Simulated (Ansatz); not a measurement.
`CNC1(O)C=N1` + `ClCBr` → `CC(Cl)Br` + `NC1(O)C=N1`  (formal exchange of groups at a C–N bond)

Program: Ansatz. Geometries: PBE0-D4/def2-TZVP. ΔE: electronic, gas phase. CCSD(T)/CBS adds triple-zeta CCSD(T) − MP2 to the extrapolated MP2 energy (def2 sets, frozen cores). DFT in def2-TZVPP. For Br outer-core shells are correlated without core-valence functions, which leaves a few kJ/mol of doubt a bond. Scalar relativity is left out up to krypton. Each species was taken in one conformer, which may not be the lowest.

```
      species  ωB97X-V energy (Eh)
`CNC1(O)C=N1`           -302.60135
      `ClCBr`          -3073.37278
   `CC(Cl)Br`          -3112.69633
 `NC1(O)C=N1`           -263.29446
```

(1) Work out ΔE.

Largest T1 diagnostic among the species: 0.012.

Answers

(1) ΔE = (-3112.69633) + (-263.29446) − (-302.60135) − (-3073.37278) = -0.01666 Eh = -43.7 kJ/mol. CCSD(T)/CBS gives -50.3 kJ/mol.

In def2-TZVPP, CCSD(T) changes the Hartree–Fock value by −7.5 kJ/mol (the triples alone add −1.6 kJ/mol) and MP2 by −12.7 kJ/mol.
